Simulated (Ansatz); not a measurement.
Tetraphenylphosphonium pentafluorobenzenesulfonate, `O=S(=O)([O-])c1c(F)c(F)c(F)c(F)c1F.c1ccc([P+](c2ccccc2)(c2ccccc2)c2ccccc2)cc1`. The state is a triplet with charge 0. Geometry PBE-D4/def2-SVP, that of the neutral singlet; atoms count from 1.

Cartesian coordinates in Å:
```
O 2.092 3.072 -2.618
S 1.002 2.208 -2.120
O 0.218 1.452 -3.144
O 1.392 1.341 -0.938
C -0.201 3.390 -1.363
C -1.404 3.758 -1.983
F -1.787 3.253 -3.158
C -2.306 4.635 -1.354
F -3.486 4.913 -1.928
C -1.989 5.200 -0.112
F -2.849 6.028 0.493
C -0.776 4.866 0.511
F -0.471 5.400 1.702
C 0.111 3.987 -0.129
F 1.255 3.710 0.512
C 2.257 0.195 4.179
C 2.426 0.997 3.038
C 1.851 0.628 1.814
C 1.086 -0.559 1.745
P 0.320 -1.045 0.164
C -1.025 0.092 -0.261
C -1.461 1.014 0.712
C -2.624 1.761 0.485
C -3.338 1.609 -0.714
C -2.891 0.701 -1.685
C -1.745 -0.072 -1.459
C -0.572 -2.622 0.486
C -1.830 -2.567 1.127
C -2.524 -3.751 1.411
C -1.978 -4.993 1.050
C -0.735 -5.050 0.402
C -0.031 -3.869 0.119
C 1.617 -1.467 -1.033
C 2.743 -2.135 -0.510
C 3.751 -2.579 -1.379
C 3.635 -2.355 -2.759
C 2.518 -1.673 -3.268
C 1.503 -1.222 -2.413
C 0.916 -1.369 2.888
C 1.507 -0.988 4.102
H 2.714 0.494 5.135
H 3.011 1.927 3.095
H 1.973 1.247 0.909
H -0.893 1.149 1.643
H -2.963 2.479 1.245
H -4.234 2.218 -0.904
H -3.433 0.597 -2.636
H -1.423 -0.798 -2.215
H -2.270 -1.596 1.396
H -3.504 -3.700 1.910
H -2.529 -5.921 1.268
H -0.309 -6.020 0.106
H 0.938 -3.921 -0.398
H 2.846 -2.294 0.574
H 4.635 -3.089 -0.970
H 4.430 -2.695 -3.439
H 2.443 -1.456 -4.344
H 0.692 -0.597 -2.817
H 0.326 -2.295 2.834
H 1.375 -1.622 4.992
```

Single mean-field runs in def2-SVP are fitted with def2-universal-jkfit. In the triplet geometry the species has come apart into loosely held pieces. At PBE0-D4/def2-SVP a singlet of charge 0 lies 3.92 eV below the triplet at the same geometry.

(1) Estimate the Mulliken populations of the heavy atoms from the PBE0/def2-SVP orbitals of Ansatz.

(2) Where does the spin sit?

(3) And the Mayer bond orders between heavy atoms (over 0.3, the first 40 of 43)?

## Answers

(1) 
| atom | charge (e) | spin (α − β) |
| --- | --- | --- |
| O1 | -0.48 | 0.02 |
| S2 | 1.08 | -0.01 |
| O3 | -0.52 | 0.01 |
| O4 | -0.55 | 0.07 |
| C5 | -0.27 | 0.01 |
| C6 | 0.25 | 0.00 |
| F7 | -0.17 | 0.00 |
| C8 | 0.15 | 0.00 |
| F9 | -0.19 | 0.00 |
| C10 | 0.17 | 0.00 |
| F11 | -0.18 | 0.00 |
| C12 | 0.15 | 0.00 |
| F13 | -0.19 | 0.00 |
| C14 | 0.26 | 0.00 |
| F15 | -0.18 | 0.00 |
| C16 | 0.00 | 0.00 |
| C17 | -0.02 | 0.00 |
| C18 | 0.02 | 0.00 |
| C19 | -0.26 | 0.01 |
| P20 | 0.65 | 0.01 |
| C21 | -0.18 | 0.00 |
| C22 | 0.00 | 0.00 |
| C23 | -0.05 | 0.00 |
| C24 | -0.01 | 0.00 |
| C25 | -0.01 | 0.00 |
| C26 | 0.05 | 0.00 |
| C27 | -0.22 | 0.03 |
| C28 | 0.01 | 0.00 |
| C29 | -0.02 | 0.00 |
| C30 | -0.01 | 0.00 |
| C31 | -0.02 | 0.00 |
| C32 | 0.00 | 0.00 |
| C33 | -0.11 | 0.65 |
| C34 | -0.04 | -0.23 |
| C35 | 0.02 | 0.52 |
| C36 | -0.05 | 0.66 |
| C37 | -0.01 | -0.31 |
| C38 | -0.03 | 0.65 |
| C39 | 0.01 | 0.00 |
| C40 | -0.02 | 0.00 |
Mulliken values depend strongly on the basis.

(2) Summed by element: O 0.09, S -0.01, C 1.99, F 0.00, P 0.01, H -0.08, of 2 unpaired in all. Largest on single atoms: C36 0.66, C38 0.65, C33 0.65.

(3) O1–S2 1.69 (1.48 Å); S2–O3 1.56 (1.50 Å); S2–O4 1.37 (1.52 Å); S2–C5 0.76 (1.85 Å); C5–C6 1.42 (1.40 Å); C5–C14 1.35 (1.41 Å); C6–F7 1.11 (1.34 Å); C6–C8 1.29 (1.41 Å); C8–F9 1.10 (1.34 Å); C8–C10 1.28 (1.40 Å); C10–F11 1.11 (1.34 Å); C10–C12 1.26 (1.40 Å); C12–F13 1.11 (1.34 Å); C12–C14 1.31 (1.40 Å); C14–F15 1.10 (1.34 Å); C16–C17 1.37 (1.40 Å); C16–C40 1.39 (1.40 Å); C17–C18 1.41 (1.40 Å); C18–C19 1.36 (1.41 Å); C19–P20 1.00 (1.82 Å); C19–C39 1.36 (1.41 Å); P20–C21 0.99 (1.81 Å); P20–C27 0.92 (1.84 Å); P20–C33 1.07 (1.81 Å); C21–C22 1.37 (1.41 Å); C21–C26 1.35 (1.41 Å); C22–C23 1.41 (1.40 Å); C23–C24 1.38 (1.40 Å); C24–C25 1.39 (1.40 Å); C25–C26 1.41 (1.40 Å); C27–C28 1.35 (1.41 Å); C27–C32 1.39 (1.41 Å); C28–C29 1.42 (1.40 Å); C29–C30 1.38 (1.40 Å); C30–C31 1.39 (1.40 Å); C31–C32 1.40 (1.40 Å); C33–C34 1.24 (1.41 Å); C33–C38 0.94 (1.41 Å); C34–C35 1.51 (1.40 Å); C35–C36 0.96 (1.40 Å).
